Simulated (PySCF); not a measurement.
Species: C₂H₁₀Cl₂Si₄.
Z-matrix (Å and degrees, GFN2-xTB geometry), rows numbered from 1:
```
C 
Si  1  1.9059
Si  2  2.3805  1  109.90
Cl  3  2.0559  2  112.63  1  -140.94
Si  3  2.3832  2   90.65  1   105.16
C   5  1.9052  3  115.77  2   124.11
Si  2  2.3806  1  109.89  3    96.55
Cl  7  2.0574  2  112.56  1   140.99
H   1  1.0860  2  110.57  3   -48.24
H   1  1.0854  2  111.90  3    71.54
H   1  1.0854  2  111.75  3  -167.95
H   2  1.4753  1  105.03  3  -131.75
H   3  1.4695  2  120.04  1   -21.45
H   5  1.4763  3  115.09  2  -111.73
H   6  1.0870  5  111.88  3  -170.44
H   6  1.0866  5  110.05  3   -50.99
H   6  1.0870  5  112.05  3    68.51
H   7  1.4696  2  120.14  1    21.37
```

Definitions: NICS(0) = −σiso at the ring centroid; NICS(1) = −σiso and NICS(1)zz = −σzz at ±1 Å along the ring normal z. Level: GIAO PBE0/pcSseg-1 (PySCF, non-relativistic, gas phase) on the GFN2-xTB geometry, one conformer.

Ring bond lengths (Å), with Mayer bond orders in brackets: Si2–Si3 2.381 (0.85), Si3–Si5 2.383 (0.82), Si5–Si7 2.384 (0.82), Si7–Si2 2.381 (0.85).

Q: What do the NICS probes read (ppm)?

A: 
| ring | type | NICS(0) | NICS(1), two faces | NICS(1)zz, two faces | rms pucker (Å) | centre to ring atoms, mean (Å) |
| --- | --- | --- | --- | --- | --- | --- |
| Si2–Si3–Si5–Si7 | 4-membered ring with 4 Si; formal bonds all single | 2.2 | 0.9 / -2.1 | 7.9 / 2.1 | 0.06 | 1.68 |

Q: What can be read from them?

A: 
- Si2–Si3–Si5–Si7: mean NICS(1)zz 5.0 ppm, deshielded. Si2, Si3, Si5, Si7 have four or more neighbours, and the NICS criterion for π rings isn't applied. The two faces differ by 5.8 ppm, so no symmetry operation interchanges them.

Q: At the first NICS(1) probe listed for ring Si2–Si3–Si5–Si7, 1 Å off the ring, how large is the induced field along the normal in 11.7 T applied along it?

A: NICSzz × B0 = 7.9 ppm × 11.7 T = 92 μT, along the applied field.
